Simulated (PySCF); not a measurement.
**From computed data to an observable: entropy of an ideal gas**

MgCl, SMILES [Mg+][Cl], charge +1.

Geometry optimised at PBE-D3(BJ)/def2-TZVPD. The multiplicity is an assumed one; other spin states were not compared.

PBE-D3(BJ)/def2-TZVPD (PySCF 2.14.0) gives the harmonic wavenumbers 532 cm⁻¹ and the rotational temperature 0.3728 K. The molar mass is 59.76 g/mol, the symmetry number 1, the spin multiplicity 1.

### Question
Work out the entropy at 298.15 K and 1 atm in the rigid-rotor, harmonic-oscillator model.

### Answer

Translation (Sackur–Tetrode at 1 atm): S = R[1.5 ln M + 2.5 ln T − 1.16487] = 159.8 J/(mol K).
Rotation: q = T/(σ θ) = 800, S = R[ln q + 1] = 63.9 J/(mol K).
Vibration: with u = 1.4388 ν/T, each mode gives R[u/(e^u − 1) − ln(1 − e^−u)]:
| ν (cm⁻¹) | modes | u | S (J/(mol K)) |
|---|---|---|---|
| 532 | 1 | 2.57 | 2.44 |
These are all the modes. Sum 2.4 J/(mol K).
Spin: R ln 1 = 0.0 J/(mol K).
Total 226.1 J/(mol K); the program's own thermochemistry gives 226.1. Translation makes up 71 % and vibration 1 %. Anharmonicity, hindered rotation and orbital degeneracy are left out.
